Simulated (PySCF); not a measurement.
## Interval between two levels of Al+ by level of theory

Al+ [Ne] 3s2 → Al+ [Ne] 3s1 4s1 [3S1, M_J = 1], as a difference of total energies. Computed with PySCF 2.14 in x2c-SVPall-2c with one added diffuse shell each of s, p type (5s5p1d, 25 functions), with the two-component X2C-1e Hamiltonian. Correlated levels: [Ne] frozen. "Screened" scales the spin-orbit matrix elements by Boettger's factors to mimic the two-electron term; Breit and QED terms are absent.

```tsv
method	interval between two levels (cm⁻¹)
GHF (screened spin-orbit)	82738
GMP2 (screened spin-orbit)	87763
```

Errors of the correlated levels include the incompleteness of this basis and the frozen core.

For comparison: 91274 cm⁻¹ (measured; NIST Handbook of Basic Atomic Spectroscopic Data (Sansonetti and Martin, J. Phys. Chem. Ref. Data 34, 1559 (2005))).
